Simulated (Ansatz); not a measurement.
Hf₃⁻. The state is a doublet with charge -1. Geometry PBE-D4/def2-TZVP, that of the neutral singlet; atoms count from 1.

```
atom   x (Å)   y (Å)   z (Å)
 Hf1  -0.827   1.061   0.793
 Hf2   0.756   0.413  -1.303
 Hf3   0.071  -1.474   0.510
```

In the def2 sets Hf takes a core potential; there is no spin–orbit coupling. The charge -1 doublet is spin-contaminated (final ⟨S²⟩ up to 1.89, 0.75 for a pure state). The highest occupied level of the charge -1 doublet lies above zero (up to 0.36 eV). It is a level of β spin, whose loss leaves a triplet; that state wasn't run at this geometry and level. The electron is either unbound and held by the finite basis, or the level is raised by self-interaction error. The structure comes from a short search, and lower isomers may exist.

Estimate the Mulliken populations from the PBE0/def2-TZVPD orbitals of Ansatz.


```csv
atom,charge (e),spin (α − β),d electrons
Hf1,-0.41,0.78,2.39
Hf2,-0.29,0.11,2.44
Hf3,-0.29,0.11,2.44
```
Mulliken values and Mayer orders depend strongly on the basis. With diffuse functions, as here, like atoms can get unlike values, and bond orders can come out too low or too high.

Where does the spin sit?

Summed by element: Hf 1.00, of 1 unpaired in all. Largest on single atoms: Hf1 0.78, Hf2 0.11, Hf3 0.11.

And the Mayer bond orders between bonded heavy atoms (over 0.3)?

Hf1–Hf2 2.50 (2.70 Å); Hf1–Hf3 2.50 (2.70 Å); Hf2–Hf3 2.40 (2.70 Å).
